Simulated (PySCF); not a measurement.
Vibration and rotation of SiSb

B97-3 constants of SiSb, ²Π (doublet), unpaired electrons π ↑ (Si def2-TZVPPD, Sb def2-TZVPPD with ECP28; scalar-relativistic core potentials (PySCF 2.14); masses 27.9769 and 120.9038 u):

- ωe: 426.1 cm⁻¹
- ωexe: 1.53 cm⁻¹
- Be: 0.13077 cm⁻¹
- αe: 0.000498 cm⁻¹
- De to Si + Sb: 2.95 eV

Problem. What force constant and bond length do these constants imply?

Solution. Reduced mass μred = 22.720 u; k = 5.8918×10⁻⁷·μred·ωe² (u, cm⁻¹, mdyn/Å) = 2.43 mdyn/Å; Re = √(16.8576/(μred·Be)) (u, cm⁻¹, Å) = 2.382 Å.

Problem. Estimate the centrifugal constant D from the Kratzer relation and find the Dunham coefficient a1.

Solution. D = 4Be³/ωe² = 4.93e-08 cm⁻¹; a1 = −1 − αeωe/(6Be²) = -3.07.

Spin–orbit coupling is left out, which matters for elements this heavy, above all for dissociation energies. The state is the lowest determinant that a PBE0 search found; another state may lie lower at other levels.
